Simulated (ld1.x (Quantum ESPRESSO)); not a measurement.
**PBE ultrasoft dataset for palladium, non-relativistic all-electron reference.**

ld1.x (Quantum ESPRESSO) 7.5 was run on this input:

```
&input
   title='Pd', zed=46., rel=0, dft='PBE', iswitch=3,
   config='[Kr] 4d9 5s0 5p0',
   nld=3, rlderiv=1.90, eminld=-9.0, emaxld=5.0, deld=0.04
 /
 &inputp
   pseudotype=3, tm=.true., lloc=-2, rcloc=1.10,
   nlcc=.true.,
   file_pseudopw='Pd.UPF', file_wfcaegen='ae.wfc', file_wfcncgen='nc.wfc', file_beta='beta', file_chi='chi', file_wfcusgen='us.wfc'
 /
6
4S  1  0   2.00   0.00  1.55  1.75  0.0
5S  2  0   0.00   0.00  1.55  1.75  0.0
4P  2  1   6.00   0.00  1.40  1.45  0.0
5P  3  1   0.00   0.00  1.40  1.45  0.0
4D  3  2   9.00   0.00  1.35  1.60  0.0
4D  3  2   0.00  -0.55  1.35  1.60  0.0
 &test
   configts(1)='4s2 4p6 4d9 5s0 5p0'
 /
```

Command:

```bash
ld1.x < Pd.in > Pd.out
```

The program printed (shortened: banner, matrices, multipoles, cross overlaps and the repeated all-electron block are left out):

```
Program LD1 v.7.5
     --------------------------- All-electron run ----------------------------

     Pd

     atomic number is 46.00
     dft =PBE   lsd =0 sic =0 latt =0  beta=0.20 tr2=1.0E-14
     Exchange-correlation= PBE
                           (   1   4   3   4   0   0   0)
     mesh =1235 r(mesh) =  99.12271 a.u. xmin = -7.00 dx = 0.01250
     1 Ry =  13.60569312 eV

     n l     nl                  e(Ry)          e(Ha)          e(eV)
     1 0     1S 1( 2.00)     -1723.2190      -861.6095    -23445.5889
     2 0     2S 1( 2.00)      -247.2881      -123.6441     -3364.5261
     2 1     2P 1( 6.00)      -229.7354      -114.8677     -3125.7099
     3 0     3S 1( 2.00)       -45.0422       -22.5211      -612.8301
     3 1     3P 1( 6.00)       -38.0286       -19.0143      -517.4056
     4 0     4S 1( 2.00)        -6.6192        -3.3096       -90.0586
     4 1     4P 1( 6.00)        -4.4575        -2.2288       -60.6480
     3 2     3D 1(10.00)       -25.0850       -12.5425      -341.2991
     4 2     4D 1( 9.00)        -1.0899        -0.5449       -14.8288
     5 0     5S 1( 0.00)        -0.7616        -0.3808       -10.3621
     5 1     5P 1( 0.00)        -0.4470        -0.2235        -6.0817

     final scf error:  4.6E-15 reached in  30 iterations

     Etot =   -9878.912731 Ry,   -4939.456365 Ha, -134409.455001 eV

     Ekin =    9874.654376 Ry,    4937.327188 Ha,  134351.517138 eV
     Encl =  -23498.796272 Ry,  -11749.398136 Ha, -319717.410839 eV
     Eh   =    4026.264298 Ry,    2013.132149 Ha,   54780.116466 eV
     Exc  =    -281.035132 Ry,    -140.517566 Ha,   -3823.677767 eV

     normalization and overlap integrals

     s(1S/1S) =  1.000000  <r> =   0.0331  <r2> =    0.0015  r(max) =   0.0220
     s(2S/2S) =  1.000000  <r> =   0.1438  <r2> =    0.0243  r(max) =   0.1220
     s(2P/2P) =  1.000000  <r> =   0.1229  <r2> =    0.0184  r(max) =   0.0950
     s(3S/3S) =  1.000000  <r> =   0.3918  <r2> =    0.1754  r(max) =   0.3531
     s(3P/3P) =  1.000000  <r> =   0.3842  <r2> =    0.1713  r(max) =   0.3401
     s(4S/4S) =  1.000000  <r> =   0.9757  <r2> =    1.0793  r(max) =   0.8793
     s(4P/4P) =  1.000000  <r> =   1.0536  <r2> =    1.2735  r(max) =   0.9244
     s(3D/3D) =  1.000000  <r> =   0.3573  <r2> =    0.1522  r(max) =   0.2819
     s(4D/4D) =  1.000000  <r> =   1.4468  <r2> =    2.5640  r(max) =   1.0875
     s(5S/5S) =  1.000000  <r> =   3.0140  <r2> =   10.3368  r(max) =   2.5443
     s(5P/5P) =  1.000000  <r> =   3.8427  <r2> =   16.9116  r(max) =   3.2264

     ------------------------ End of All-electron run ------------------------

     --------------------- Generating US pseudopotential ---------------------

      Generating local potential from pseudized AE potential:
      Matching radius rcloc =   1.1000
      Enforcing V''(0)=0 (lloc=-2)

      Local pseudo, rcloc= 1.101 Estimated cut-off energy=    25.99 Ry

      Computing core charge for nlcc:

       r > 0.62 : true rho core
       r < 0.62 : rho core = a sin(br)/r    a=  40.48  b=   4.37

      Integrated core pseudo-charge :   7.28

      Wfc   4S  rcut= 1.563  Using Troullier-Martins method
      Wfc-us  4S rcutus= 1.771  Estimated cut-off energy=    18.05 Ry

      Wfc   5S  rcut= 1.563  Using Troullier-Martins method
      Wfc-us  5S rcutus= 1.771  Estimated cut-off energy=    36.83 Ry

      Wfc   4P  rcut= 1.414  Using Troullier-Martins method
      Wfc-us  4P rcutus= 1.450  Estimated cut-off energy=    39.53 Ry

      Wfc   5P  rcut= 1.414  Using Troullier-Martins method
      Wfc-us  5P rcutus= 1.450  Estimated cut-off energy=    67.57 Ry

      Wfc   4D  rcut= 1.345  Using Troullier-Martins method
      Wfc-us  4D rcutus= 1.602  Estimated cut-off energy=    44.95 Ry

      Wfc   4D  rcut= 1.345  Using Troullier-Martins method
      Wfc-us  4D rcutus= 1.602  Estimated cut-off energy=    47.22 Ry

     ------------------- End of pseudopotential generation -------------------

     Computing logarithmic derivative in   1.89672
     Computing logarithmic derivative in   1.89672
     Computing the partial wave expansion
     R is outside the sphere for l=    0 j= 0.00
     R is outside the sphere for l=    0 j= 0.00
     R is outside the sphere for l=    1 j= 0.00
     R is outside the sphere for l=    1 j= 0.00
     R is outside the sphere for l=    2 j= 0.00
     R is outside the sphere for l=    2 j= 0.00

     ---------------------- Testing the pseudopotential ----------------------

     Pd

     atomic number is 46.00   valence charge is 18.00
     dft =PBE   lsd =0 sic =0 latt =0  beta=0.20 tr2=1.0E-14
     mesh =1235 r(mesh) =  99.12271 xmin = -7.00 dx = 0.01250

     n l     nl             e AE (Ry)        e PS (Ry)    De AE-PS (Ry)
     1 0     4S   1( 2.00)       -6.61919       -6.61919        0.00000
     2 1     4P   1( 6.00)       -4.45755       -4.45755        0.00000
     3 2     4D   1( 9.00)       -1.08990       -1.08990        0.00000
     2 0     5S   1( 0.00)       -0.76160       -0.60814       -0.15346  !
     3 1     5P   1( 0.00)       -0.44699       -0.38844       -0.05856  !

     eps = 2.5E-21  iter =  1

     Etot =   -9878.912731 Ry,   -4939.456365 Ha, -134409.455001 eV
     Etotps =  -274.961991 Ry,    -137.480995 Ha,   -3741.048464 eV

     Ekin =      86.340177 Ry,      43.170088 Ha,    1174.717951 eV
     Encl =    -543.492543 Ry,    -271.746272 Ha,   -7394.592757 eV
     Ehrt =     210.839485 Ry,     105.419743 Ha,    2868.617335 eV
     Ecxc =     -48.877582 Ry,     -24.438791 Ha,    -665.013384 eV
     (Ecc =     -20.933144 Ry,     -10.466572 Ha,    -284.809940 eV)
     Epseu=      20.228473 Ry,      10.114236 Ha,     275.222391 eV

     ---------------------- End of pseudopotential test ----------------------
```

A Bessel basis up to 400 Ry misses an occupied level by 1.06 Ry, so cutoffs and ghosts were not judged. Its overlap operator is not positive definite in a basis up to 400 Ry (lowest eigenvalue s -0.0012), so the file is unfit for use: the generalised eigenproblem breaks down once the basis is large enough, and its test numbers describe a broken file.

Generation and configuration tests took about 2 s on one core of a shared server CPU.

Transferability test of the new file with ld1.x, input:

```
&input
   title='Pd', zed=46., rel=0, dft='PBE', iswitch=2,
   config='[Kr] 4d9 5s0 5p0'
 /
 &test
   file_pseudo='Pd.UPF', nconf=8,
   configts(1)='4s2 4p6 4d9 5s0 5p0',
   configts(2)='4s2 4p6 4d10 5s0 5p0',
   configts(3)='4s2 4p6 4d8 5s0 5p0',
   configts(4)='4s2 4p6 4d7 5s0 5p0',
   configts(5)='4s1 4p6 4d10 5s0 5p0',
   configts(6)='4s2 4p6 4d8 5s1 5p0',
   configts(7)='4s2 4p6 4d9 5s1 5p0',
   configts(8)='4s2 4p5 4d10 5s0 5p0'
 /
```

```bash
ld1.x < Pd.test.in > Pd.test.out
```

Pseudopotential blocks of its output, shortened (energy terms left out):

```
     ---------------------- Testing the pseudopotential ----------------------

     n l     nl             e AE (Ry)        e PS (Ry)    De AE-PS (Ry)
     1 0     4S   1( 2.00)       -6.61919       -6.61919        0.00000
     2 1     4P   1( 6.00)       -4.45755       -4.45755        0.00000
     3 2     4D   1( 9.00)       -1.08990       -1.08990        0.00000
     2 0     5S   1( 0.00)       -0.76160       -0.60814       -0.15346  !
     3 1     5P   1( 0.00)       -0.44699       -0.38844       -0.05856  !

     eps = 1.4E-15  iter =  1

     Etot =   -9878.912730 Ry,   -4939.456365 Ha, -134409.454995 eV
     Etotps =  -274.961991 Ry,    -137.480995 Ha,   -3741.048469 eV

     ---------------------- End of pseudopotential test ----------------------

          ---------------------- Testing the pseudopotential ----------------------

     n l     nl             e AE (Ry)        e PS (Ry)    De AE-PS (Ry)
     1 0     4S   1( 2.00)       -5.77479       -5.77745        0.00266
     2 1     4P   1( 6.00)       -3.61905       -3.62066        0.00161
     3 2     4D   1(10.00)       -0.30211       -0.30241        0.00030
     2 0     5S   1( 0.00)       -0.20841       -0.12775       -0.08067  !
     3 1     5P   1( 0.00)       -0.01770       -0.00586       -0.01184  !

     eps = 6.9E-15  iter = 16

     Etot =   -9879.592823 Ry,   -4939.796411 Ha, -134418.708129 eV
     Etotps =  -275.642378 Ry,    -137.821189 Ha,   -3750.305605 eV
     dEtot_ae =      -0.680093 Ry
     dEtot_ps =      -0.680387 Ry,   Delta E=       0.000294 Ry

     ---------------------- End of pseudopotential test ----------------------

          ---------------------- Testing the pseudopotential ----------------------

     n l     nl             e AE (Ry)        e PS (Ry)    De AE-PS (Ry)
     1 0     4S   1( 2.00)       -7.64080       -7.63343       -0.00738  !
     2 1     4P   1( 6.00)       -5.46783       -5.46244       -0.00540  !
     3 2     4D   1( 8.00)       -2.03519       -2.03191       -0.00328
     2 0     5S   1( 0.00)       -1.42509       -1.18766       -0.23743  !
     3 1     5P   1( 0.00)       -1.01792       -0.90511       -0.11282  !

     eps = 2.0E-15  iter = 14

     Etot =   -9877.361149 Ry,   -4938.680574 Ha, -134388.344653 eV
     Etotps =  -273.411772 Ry,    -136.705886 Ha,   -3719.956663 eV
     dEtot_ae =       1.551582 Ry
     dEtot_ps =       1.550219 Ry,   Delta E=       0.001362 Ry

     ---------------------- End of pseudopotential test ----------------------

          ---------------------- Testing the pseudopotential ----------------------

     n l     nl             e AE (Ry)        e PS (Ry)    De AE-PS (Ry)
     1 0     4S   1( 2.00)       -8.79073       -8.76990       -0.02083  !
     2 1     4P   1( 6.00)       -6.60184       -6.58678       -0.01506  !
     3 2     4D   1( 7.00)       -3.09723       -3.08637       -0.01086  !
     2 0     5S   1( 0.00)       -2.17137       -1.83568       -0.33569  !
     3 1     5P   1( 0.00)       -1.68396       -1.50626       -0.17770  !

     eps = 6.6E-15  iter = 12

     Etot =   -9874.803605 Ry,   -4937.401803 Ha, -134353.547501 eV
     Etotps =  -270.860977 Ry,    -135.430488 Ha,   -3685.251326 eV
     dEtot_ae =       4.109125 Ry
     dEtot_ps =       4.101014 Ry,   Delta E=       0.008111 Ry

     ---------------------- End of pseudopotential test ----------------------

          ---------------------- Testing the pseudopotential ----------------------

     n l     nl             e AE (Ry)        e PS (Ry)    De AE-PS (Ry)
     1 0     4S   1( 1.00)       -6.73385       -6.74839        0.01455  !
     2 1     4P   1( 6.00)       -4.56132       -4.56274        0.00142
     3 2     4D   1(10.00)       -1.15681       -1.15244       -0.00437
     2 0     5S   1( 0.00)       -0.76757       -0.60744       -0.16013  !
     3 1     5P   1( 0.00)       -0.44836       -0.38975       -0.05861  !

     eps = 9.7E-15  iter = 20

     Etot =   -9873.359220 Ry,   -4936.679610 Ha, -134333.895636 eV
     Etotps =  -269.398438 Ry,    -134.699219 Ha,   -3665.352473 eV
     dEtot_ae =       5.553511 Ry
     dEtot_ps =       5.563553 Ry,   Delta E=      -0.010043 Ry

     ---------------------- End of pseudopotential test ----------------------

          ---------------------- Testing the pseudopotential ----------------------

     n l     nl             e AE (Ry)        e PS (Ry)    De AE-PS (Ry)
     1 0     4S   1( 2.00)       -6.95500       -7.04081        0.08581  !
     2 1     4P   1( 6.00)       -4.78201       -4.86843        0.08642  !
     3 2     4D   1( 8.00)       -1.36103       -1.44192        0.08089  !
     2 0     5S   1( 1.00)       -0.87153       -0.72917       -0.14236  !
     3 1     5P   1( 0.00)       -0.52599       -0.48900       -0.03699  !

     eps = 3.7E-15  iter = 15

     Etot =   -9878.505662 Ry,   -4939.252831 Ha, -134403.916551 eV
     Etotps =  -274.368743 Ry,    -137.184372 Ha,   -3732.976926 eV
     dEtot_ae =       0.407068 Ry
     dEtot_ps =       0.593247 Ry,   Delta E=      -0.186179 Ry

     ---------------------- End of pseudopotential test ----------------------

          ---------------------- Testing the pseudopotential ----------------------

     n l     nl             e AE (Ry)        e PS (Ry)    De AE-PS (Ry)
     1 0     4S   1( 2.00)       -6.04823       -6.12640        0.07817  !
     2 1     4P   1( 6.00)       -3.88495       -3.96290        0.07795  !
     3 2     4D   1( 9.00)       -0.52206       -0.59576        0.07370  !
     2 0     5S   1( 1.00)       -0.29142       -0.22326       -0.06816  !
     3 1     5P   1( 0.00)       -0.05974       -0.06473        0.00500

     eps = 1.5E-15  iter = 21

     Etot =   -9879.433139 Ry,   -4939.716569 Ha, -134416.535513 eV
     Etotps =  -275.373274 Ry,    -137.686637 Ha,   -3746.644260 eV
     dEtot_ae =      -0.520408 Ry
     dEtot_ps =      -0.411283 Ry,   Delta E=      -0.109125 Ry

     ---------------------- End of pseudopotential test ----------------------

          ---------------------- Testing the pseudopotential ----------------------

     n l     nl             e AE (Ry)        e PS (Ry)    De AE-PS (Ry)
     1 0     4S   1( 2.00)       -6.71455       -6.71989        0.00534  !
     2 1     4P   1( 5.00)       -4.54470       -4.54477        0.00008
     3 2     4D   1(10.00)       -1.14812       -1.14650       -0.00162
     2 0     5S   1( 0.00)       -0.76901       -0.60934       -0.15967  !
     3 1     5P   1( 0.00)       -0.44965       -0.38962       -0.06002  !

     eps = 5.0E-15  iter = 14

     Etot =   -9875.530424 Ry,   -4937.765212 Ha, -134363.436380 eV
     Etotps =  -271.578946 Ry,    -135.789473 Ha,   -3695.019805 eV
     dEtot_ae =       3.382306 Ry
     dEtot_ps =       3.383044 Ry,   Delta E=      -0.000739 Ry

     ---------------------- End of pseudopotential test ----------------------
```
